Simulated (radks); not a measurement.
Dipole-allowed excitations along the series with 46 electrons in [Kr] 4d10. All-electron calculation, scalar-relativistic Kohn-Sham, LB94 model potential, spin-polarised, spherical densities, finite nucleus; Fermi nuclear charge, rms radius of each element as measured or else 0.836 A^(1/3) + 0.57 fm. Program: a radial shooting solver on a logarithmic mesh with Libxc functionals. Time-dependent linear response with the Hartree and adiabatic LDA kernel, continuum included through the Sternheimer equations, no spin-orbit coupling, so fine structure and intercombination lines are absent. Lines are the poles of the dipole polarisability below minus the highest occupied eigenvalue, found on a grid refined at the orbital gaps; the lowest seven at most are given, and weak or close lines can be missed. The first line takes the name of the lowest orbital gap if no other gap lies below it; otherwise a line is named after a gap within 0.6 % of it, if that gap stands alone.

species  -e(HOMO) (eV)  lowest orbital gap (eV)  first line (eV)     f  static alpha (bohr^3)
Ho21+           718.30             4d-4f 164.06   202.76 (4d-4f)  6.15                 0.1450
Er22+           772.25             4d-4f 169.88   209.61 (4d-4f)  5.94                 0.1314
Tm23+           827.97             4d-4f 175.69   216.45 (4d-4f)  5.75                 0.1194
